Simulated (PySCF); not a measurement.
Compound: C₃H₅F₃OS.
Atom-mapped SMILES: `[CH3:1][S@@:2](=[O:3])[C@H:4]([F:5])[CH:6]([F:7])[F:8]` (hydrogens: H9, H10, H11 on C1; H12 on C4; H13 on C6)

Structure used (GFN2-xTB), in Å, numbered top down from 1:
```
atom  x, y, z in Å
C1     1.7140    0.6382   -0.0076
S2     1.0594   -1.0764    0.0218
O3     0.7474   -1.3762    1.4155
C4    -0.6534   -0.6500   -0.7066
F5    -0.4909    0.0615   -1.8548
C6    -1.4831    0.0891    0.3366
F7    -1.2535    1.4185    0.3054
F8    -2.8072   -0.0789    0.1176
H9     1.1700    1.2575    0.6963
H10    2.7576    0.5808    0.2847
H11    1.6320    1.0254   -1.0165
H12   -1.1471   -1.5959   -0.9551
H13   -1.2496   -0.2931    1.3450
```

Method used: B3LYP/def2-SVPD in PySCF (dipole) on a GFN2-xTB geometry, gas phase.

Masses are those of the commonest isotopes; rigid-rotor values at the optimised geometry. The values belong to one conformer with, in the numbering `[CH3:1][S@@:2](=[O:3])[C@H:4]([F:5])[CH:6]([F:7])[F:8]`, C1–S2–C4–F5 52°, S2–C4–C6–F7 87°.

What are A, B and C (MHz)?

Ia = 201.90, Ib = 408.22, Ic = 439.50 u·Å²; 505379 MHz·u·Å²/I gives A = 2503, B = 1238, C = 1150 MHz.

Classify the top.

An asymmetric top. Ray's parameter κ = (2B − A − C)/(A − C) = -0.870; −1 is the prolate and +1 the oblate limit.

Is it planar, by Δ = Ic − Ia − Ib?

Not planar: Δ = Ic − Ia − Ib = -170.63 u·Å². For a rigid frame Δ = −2 Σ m c², so Σ m c² = 85.32 u·Å² lies off the ab plane: 10.27 from hydrogen and 75.05 from heavier atoms. The atom farthest from that plane is 1.91 Å away.

Give the other two planar moments, Paa and Pbb, and the rms extents of the mass along the axes.

Paa = Σ m a² = (Ib + Ic − Ia)/2 = 322.91 and Pbb = Σ m b² = (Ia + Ic − Ib)/2 = 116.59 u·Å². With the mass M = 146.00 u, the rms extents √(P/M) along a, b and c are 1.49, 0.89, 0.76 Å.

List the rotational levels J(Ka,Kc) to J = 3 (MHz).

Above 0(0,0):
J = 1: 1(0,1) 2388, 1(1,1) 3653, 1(1,0) 3741
J = 2: 2(0,2) 7159, 2(1,2) 8341, 2(1,1) 8605, 2(2,1) 12400, 2(2,0) 12405
J = 3: 3(0,3) 14305, 3(1,3) 15370, 3(1,2) 15898, 3(2,2) 19564, 3(2,1) 19586, 3(3,1) 26112, 3(3,0) 26112
The levels of one J sum to (2J + 1)J(J + 1)(A + B + C)/3.

Which types of transition are allowed, and where do some lines up to J = 2 fall?

The dipole components are |μa| = 1.40 D, |μb| = 1.62 D, |μc| = 0.22 D. Intensities carry the squares of the components, which stand as 0.75 : 1.00 : 0.02 (a : b : c). Some lines, for components of 0.1 D or more:

```
type  branch         J(Ka,Kc)   MHz  lower level (cm⁻¹)
   c       Q  2(1,2) ← 2(0,2)  1181               0.239
   c       Q  1(1,1) ← 1(0,1)  1265               0.080
   b       Q  1(1,0) ← 1(0,1)  1353               0.080
   b       Q  2(1,1) ← 2(0,2)  1446               0.239
   a       R  1(0,1) ← 0(0,0)  2388               0.000
   b       R  2(0,2) ← 1(1,1)  3506               0.122
   b       R  1(1,1) ← 0(0,0)  3653               0.000
   c       R  1(1,0) ← 0(0,0)  3741               0.000
   c       Q  2(2,1) ← 2(1,1)  3795               0.287
   b       Q  2(2,0) ← 2(1,1)  3800               0.287
   b       Q  2(2,1) ← 2(1,2)  4059               0.278
   a       R  2(1,2) ← 1(1,1)  4688               0.122
   a       R  2(0,2) ← 1(0,1)  4771               0.080
   a       R  2(1,1) ← 1(1,0)  4864               0.125
   b       R  2(1,2) ← 1(0,1)  5953               0.080
   c       R  2(1,1) ← 1(0,1)  6217               0.080
   b       R  2(2,1) ← 1(1,0)  8659               0.125
   c       R  2(2,0) ← 1(1,0)  8664               0.125
   c       R  2(2,1) ← 1(1,1)  8747               0.122
   b       R  2(2,0) ← 1(1,1)  8752               0.122
```

Estimate the classical rotational partition function at 10 K, 25 K and 50 K.

Point group C1, symmetry number σ = 1; q = (√π/σ)·√((kT/h)³/(ABC)), k/h = 20836.6 MHz/K: 2820 at 10 K, 11200 at 25 K, 31600 at 50 K.

Stationary, but not proved a minimum. Constants of a rigid frame at the computed geometry: no zero-point averaging, no centrifugal distortion. A rigid rotor knows nothing of internal rotation, which can split or shift real lines.
